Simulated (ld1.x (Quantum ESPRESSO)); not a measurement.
# What one change does to a pseudopotential (Fe, TM)

ld1.x (Quantum ESPRESSO) 7.5 input, shortened:

```
&input
   title='Fe', zed=26., rel=1, dft='PBE', iswitch=3,
   config='[Ar] 3d6 4s0.5 4p0 4f-2'
 /
 &inputp
   pseudotype=2, tm=.true., lloc=2,
   nlcc=.true., new_core_ps=.true., rcore=1.05
 /
4
4S  1  0   0.50   0.00  1.65  1.65  0.0
4P  2  1   0.00   0.00  2.40  2.40  0.0
4F  4  3  -2.00   0.05  2.60  2.60  0.0
3D  3  2   6.00   0.00  1.20  1.20  0.0
 &test
   configts(1)='3d6 4s0.5 4p0'
 /
```

All-electron outer shells of the reference configuration (PBE, scalar-relativistic, ld1.x):

```json
{"shell": "3p", "level (eV)": "-73.39", "outermost node (bohr)": "0.30", "outermost maximum (bohr)": "0.72"}
{"shell": "3d", "level (eV)": "-20.69", "outermost node (bohr)": "–", "outermost maximum (bohr)": "0.71"}
{"shell": "4s", "level (eV)": "-16.17", "outermost node (bohr)": "1.00", "outermost maximum (bohr)": "2.24"}
{"shell": "4p", "level (eV)": "-10.74", "outermost node (bohr)": "1.09", "outermost maximum (bohr)": "2.70"}
```

Change: wave 4s (bound): rc 1.65 bohr becomes 4s (bound): rc 1.26 bohr.

Cutoffs: the cutoffs (Ry, on a coarse ladder) from which the occupation-weighted sum of valence levels, in a spherical-Bessel basis at the reference potential, stays within 10 and 1 mRy of its value at 400 Ry; they do not see the model core or the augmentation charge, which bear on the density cutoff. Errors are all-electron minus pseudo energies relative to the spin-unpolarised reference configuration.

Q: Predict the effect on cutoff, ghosts and configuration errors.

A: The potential gets harder (140 Ry and 200 Ry → 160 Ry and 260 Ry); both files keep a bound ghost (p, s); of the 7 tests that both files solve, the error grows in 7 and shrinks in 0 by more than 15 % and 0.3 meV (median size 2.3 → 9.4 meV); the range in which the s phases agree widens (upper end 0.5 → 1.9). A smaller radius makes the pseudo-wave follow the all-electron one further in, where it bends more sharply, so more plane waves are needed. That the errors move this way runs against the usual rule that smaller radii transfer better.

```csv
quantity,base,changed
"cutoff, loose",140 Ry,160 Ry
"cutoff, tight",200 Ry,260 Ry
loose cutoff by channel (10 mRy a level),"s 25 Ry, d 140 Ry","s 140 Ry, d 140 Ry"
bound ghosts,"s, p","p, s"
"error for 3d6 4s2 4p0, meV [ΔE -15.85 eV]",-3.8,-12
"error for 3d6 4s1 4p0, meV [ΔE -7.12 eV]",-0.7,-2.0
"error for 3d6 4s0 4p0, meV [ΔE 9.09 eV]",-3.5,-5.0
"error for 3d6 4s0 4p1, meV [ΔE -2.06 eV]",-1.7,-9.4
"error for 3d6.5 4s1.5 4p0, meV [ΔE -16.57 eV]",-0.6,-24
"error for 3d6 4s1.5 4p0, meV [ΔE -12.36 eV]",-2.3,-6.8
"error for 3d7 4s1 4p0, meV [ΔE -16.64 eV]",-49,-68
s: phases at 2.85 bohr within 0.05 rad from the reference energy up to (Ry; the scan ends near 5),0.5,1.9
p: phases at 2.85 bohr within 0.05 rad from the reference energy up to (Ry; the scan ends near 5),1.8,1.8
d: phases at 2.85 bohr within 0.05 rad from the reference energy up to (Ry; the scan ends near 5),4.3,4.3
f: phases at 2.85 bohr within 0.05 rad from the reference energy up to (Ry; the scan ends near 5),4.3,4.3
```

 A true bound ghost makes a file unfit for plane-wave use even where its test errors are small: the radial tests pick states by their node count and pass the ghost by.
